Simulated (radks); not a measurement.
Spherical jellium clusters: N electrons in a uniform positive sphere of charge N and radius rs N^(1/3), rs = 5.01 bohr. Calculated with a radial shooting solver with Libxc functionals: non-relativistic Kohn-Sham, PBEsol, spin-polarised, spherical densities. Levels are named by radial order and angular momentum (1s, 1p, 1d, 2s, ...), and open shells are averaged over m.

N = 4, configuration 1s2 1p(up 2, down 0). This is the lowest configuration that the search found. Occupied levels:

level,occupation,eigenvalue (eV),<r> (bohr)
1s up,1,-3.4335,5.678
1s down,1,-3.0083,5.286
1p up,2,-2.3405,6.917

Energy (eV): total -6.31039, kinetic 5.0981, external -64.134, Hartree 31.519, exchange-correlation -11.641, background 32.847.

Electron density:

r (bohr),n(r) (e/bohr^3)
0.596,0.002479
1.26,0.002504
1.92,0.002531
2.59,0.002544
3.25,0.002514
3.92,0.002418
4.58,0.002236
5.24,0.001968
5.91,0.001635
6.57,0.001273
7.24,0.0009239
7.90,0.0006238
8.56,0.0003931
9.23,0.0002344
9.89,0.0001347
10.6,0.00007559
11.2,0.00004222
11.9,0.00002344
12.6,0.00001284
13.2,7.066e-06
